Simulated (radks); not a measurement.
P XV, 1 electrons, occupied as 1s1.

Method: Dirac Kohn-Sham, PBEsol, spin-unpolarised, spherical densities, finite nucleus; Fermi nuclear charge, rms radius 3.1889 fm; computed with a radial shooting solver on a logarithmic mesh with Libxc functionals.

Energy parts (hartree):
| part | energy |
|---|---|
| total | -111.78150 |
| kinetic | 112.43385 |
| electron-nucleus | -225.26874 |
| Hartree | 4.67965 |
| exchange-correlation | -3.62625 |

Orbitals (lengths in bohr, moments of r in powers of bohr):
| orbital | occ. | eigenvalue (hartree) | <1/r> |
|---|---|---|---|
| 1s1/2 | 1 | -108.1125 | 15.02 |

The highest occupied level is 1s1/2 at -2941.9 eV. Summed over all electrons, <r^2> = 0.01344 bohr^2, which gives a Langevin (diamagnetic) susceptibility term of -0.0106 x 10^-6 cm^3/mol.
